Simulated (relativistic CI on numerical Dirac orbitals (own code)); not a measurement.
## Tb⁴¹⁺: computed level list

These numbers are calculated, not measured: Dirac-Coulomb-Breit CI, orbitals from a KLI potential per configuration, model QED, unscaled Slater integrals (own radial code, finite nucleus).

Configuration list (outside the closed core [Ne]): 3s2 3p6 3d6, 3s2 3p5 3d7, 3s2 3p4 3d8, 3s 3p6 3d7, 3p6 3d8, 3s 3p5 3d8, 3s2 3p6 3d5 4s, 3s2 3p6 3d5 4p, 3s2 3p4 3d7 4s, 3s2 3p6 3d5 4d, 3s2 3p4 3d7 4p, 3s2 3p5 3d6 4s, 3s2 3p6 3d5 4f, 3s2 3p4 3d7 4d, 3s 3p5 3d7 4s, 3s2 3p5 3d6 4p, 3s2 3p5 3d6 4d, 3s2 3p6 3d4 4s2, 3s 3p6 3d6 4s, 3p6 3d7 4s, 3p6 3d7 4p, 3s2 3p6 3d5 5s, 3p6 3d7 4d, 3s 3p6 3d5 4s2. Levels of other configurations are missing.

The lowest level is 3s2 3p6 3d6 5D_4, with 39 % of that term; Hund's rules for 3s2 3p6 3d6 give 5D with J = 4, in agreement.

```csv
No.,Configuration,Term,J,E (cm⁻¹),%,Next component (%),jj configuration (%)
1,3s2 3p6 3d6,5D,4,0,39,38 3F,3d5/2^2 (94)
2,3s2 3p6 3d6,3P,2,49956,43,19 3D,3d5/2^2 (94)
3,3s2 3p6 3d6,3P,0,152876,47,30 1S,3d5/2^2 (82)
4,3s2 3p6 3d6,5D,3,249702,70,20 3F,3d3/2^3 3d5/2^3 (94)
5,3s2 3p6 3d6,5D,4,271199,41,23 3H,3d3/2^3 3d5/2^3 (93)
6,3s2 3p6 3d6,5D,1,280556,54,30 3P,3d3/2^3 3d5/2^3 (95)
7,3s2 3p6 3d6,3G,5,327064,59,40 3H,3d3/2^3 3d5/2^3 (100)
8,3s2 3p6 3d6,3H,6,328364,70,30 1I,3d3/2^3 3d5/2^3 (99)
9,3s2 3p6 3d6,3F,2,367461,49,26 1D,3d3/2^3 3d5/2^3 (93)
10,3s2 3p6 3d6,3G,3,376558,28,28 3D,3d3/2^3 3d5/2^3 (96)
11,3s2 3p6 3d6,3P,0,451677,78,16 1S,3d3/2^3 3d5/2^3 (77)
12,3s2 3p6 3d6,3D,2,460203,38,23 3F,3d3/2^3 3d5/2^3 (79)
13,3s2 3p6 3d6,1G,4,464758,37,36 3G,3d3/2^3 3d5/2^3 (90)
14,3s2 3p6 3d6,3P,1,469043,53,40 3D,3d3/2^3 3d5/2^3 (93)
15,3s2 3p6 3d6,3F,3,491680,53,39 1F,3d3/2^3 3d5/2^3 (99)
16,3s2 3p6 3d6,5D,2,546668,54,34 3P,3d3/2^2 3d5/2^4 (91)
17,3s2 3p6 3d6,5D,0,568517,59,41 1S,3d3/2^2 3d5/2^4 (93)
18,3s2 3p6 3d6,3H,4,593400,41,39 3F,3d3/2^2 3d5/2^4 (97)
19,3s2 3p6 3d6,3D,3,619893,29,24 5D,3d3/2^2 3d5/2^4 (89)
20,3s2 3p6 3d6,3H,5,622735,60,40 3G,3d3/2^2 3d5/2^4 (100)
21,3s2 3p6 3d6,1I,6,650145,70,30 3H,3d3/2^2 3d5/2^4 (99)
22,3s2 3p6 3d6,3G,3,663943,47,40 3F,3d3/2^2 3d5/2^4 (97)
23,3s2 3p6 3d6,3P,1,692322,52,44 3D,3d3/2^2 3d5/2^4 (90)
24,3s2 3p6 3d6,1G,4,706203,55,22 3G,3d3/2^2 3d5/2^4 (91)
25,3s2 3p6 3d6,3F,2,709850,33,33 3P,3d3/2^2 3d5/2^4 (91)
26,3s2 3p6 3d6,3F,2,784359,72,14 3P,3d3/2^2 3d5/2^4 (95)
27,3s2 3p6 3d6,3F,4,813305,62,28 1G,3d3/2^2 3d5/2^4 (94)
28,3s2 3p6 3d6,3P,1,880508,65,35 5D,3d3/2 3d5/2^5 (97)
29,3s2 3p6 3d6,1D,2,946885,84,7 3P,3d3/2^2 3d5/2^4 (93)
30,3s2 3p6 3d6,1G,4,977397,45,20 3F,3d3/2 3d5/2^5 (91)
```

Energies count from the lowest computed level. Filled j subshells are mostly left out of the jj labels.

The mean weight of the leading LS term, summed over parents, in these 30 levels is 53 %, and that of the leading jj configuration (from the same eigenvectors) 93 %, so jj coupling describes them better and the LS labels are nominal.

At this charge energies of transitions that change n are usually good to better than 1 %, and those within a shell (Δn = 0) to a few per cent.

LS names give the leading component of a level, which can be under half, so a name can repeat, a term be missing and a line seem to break the LS rules.
